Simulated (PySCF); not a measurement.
**How methods differ on the ionisation energy of Nb**

Nb [Kr] 4d4 5s1 (6D) → Nb⁺ [Kr] 4d4 (5D), as a difference of total energies. All numbers are calculated (PySCF 2.14, a scalar-relativistic core potential, in aug-cc-pwCVDZ-PP with ECP28MDF (6s6p5d3f, 70 functions)). Correlated levels: valence and next inner shell: nothing frozen outside the core potential. The calculations carry no spin-orbit coupling.

| method | ionisation energy (eV) |
| --- | --- |
| UHF | 5.987 |
| MP2 (valence and next inner shell) | 6.784 |
| SCS-MP2 (valence and next inner shell) | 6.444 |
| CCSD (valence and next inner shell) | 6.710 |
| CCSD(T) (valence and next inner shell) | 6.772 |

Task: How much does correlation contribute at CCSD(T) (valence and next inner shell)?

Result: 6.772 − (5.987) = 0.785 eV, measured against UHF.

Errors of the correlated levels include the incompleteness of this basis.

For comparison: 6.776 eV (measured; NIST levels, between the centres of gravity of the two terms).
